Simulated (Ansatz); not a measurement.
CH5ClSiZn, SMILES `[CH3][Zn][SiH2]Cl`. Total charge 0; spin multiplicity 1. For Zn the d shell is correlated and the shells below it are frozen. Scalar relativity is left out up to krypton.

```
atom   x (Å)   y (Å)   z (Å)
  C1  -1.414  -0.124  -1.712
 Zn2  -0.227   0.055  -0.178
 Si3   1.255   0.233   1.680
 Cl4   2.758  -1.195   1.458
  H5  -1.567   0.841  -2.202
  H6  -2.391  -0.507  -1.406
  H7  -0.994  -0.815  -2.448
  H8   1.951   1.545   1.802
  H9   0.630  -0.032   3.006
```

**Question.** Give the diagnostics of a CCSD(T)/def2-TZVPP run (frozen core, the Gaussian-basis code of Ansatz). (Best estimate.)

**Answer.** Ansatz gave: T1 = 0.0126, largest single amplitude 0.022, largest double 0.030, (T) share of the correlation energy 3.5 %, 10 CCSD cycles. The RHF solution is stable towards an unrestricted one. T1 lies under the customary mark of 0.02 for closed shells.
